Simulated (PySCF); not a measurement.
## Molecular orbitals of InP⁻

B97-3 at R = 2.446 Å; In def2-TZVPPD with ECP28, P def2-TZVPPD; scalar-relativistic core potentials (PySCF 2.14). State: ²Π (doublet), unpaired electrons π ↑. Only the outer orbitals are listed, counted within each symmetry, core potentials removing the inner ones.

| spin | orbital | occ. | ε (eV) | on In (%) | main shells (%) |
| --- | --- | --- | --- | --- | --- |
| α | 7σ | 1 | -10.01 | 11 | 88 P s |
| α | 8σ | 1 | -4.18 | 73 | 72 In s, 19 P p |
| α | 4π | 1 | -1.36 | 16 | 83 P p, 14 In p |
| α | 4π | 1 | -0.61 | 25 | 75 P p, 21 In p |
| α | 9σ | 1 | -0.44 | 52 | 40 In p, 40 P p, 11 In s |
| α | 5π | 0 | 2.94 | 90 | 79 In p, 11 In d, 8 P p |
| α | 5π | 0 | 3.09 | 86 | 72 In p, 14 In d, 12 P p |
| β | 7σ | 1 | -9.07 | 13 | 86 P s, 9 In s |
| β | 8σ | 1 | -3.99 | 74 | 73 In s, 16 P p, 10 P s |
| β | 4π | 1 | -0.31 | 31 | 69 P p, 27 In p |
| β | 9σ | 1 | -0.26 | 52 | 43 In p, 39 P p, 8 In s |
| β | 4π | 0 | 1.41 | 50 | 50 P p, 46 In p |
| β | 5π | 0 | 3.15 | 82 | 66 In p, 16 In d, 16 P p |
| β | 5π | 0 | 3.32 | 72 | 46 In p, 26 P p, 25 In d |

Task: Which are the highest filled and the lowest empty level, where do they sit, and how wide is the gap?

Result: Highest filled β 9σ at -0.26 eV (in %: 43 In p, 39 P p, 8 In s); lowest empty β 4π at 1.41 eV (in %: 50 P p, 46 In p); the gap at B97-3 is 1.67 eV. An empty level above zero is unbound, and its energy depends on the basis.

```json
{
  "bond order (Mayer)": "2.11",
  "⟨S²⟩": "0.758",
  "charge on In (Mulliken, basis-dependent)": "-0.43",
  "charge on In (Löwdin, basis-dependent)": "-0.60",
  "dipole moment (positive dipole points towards P; it is taken about the centre of mass and depends on that origin)": "-4.17 D"
}
```

Spin–orbit coupling is left out. The state was picked by a PBE0 search and need not be the measured ground state.
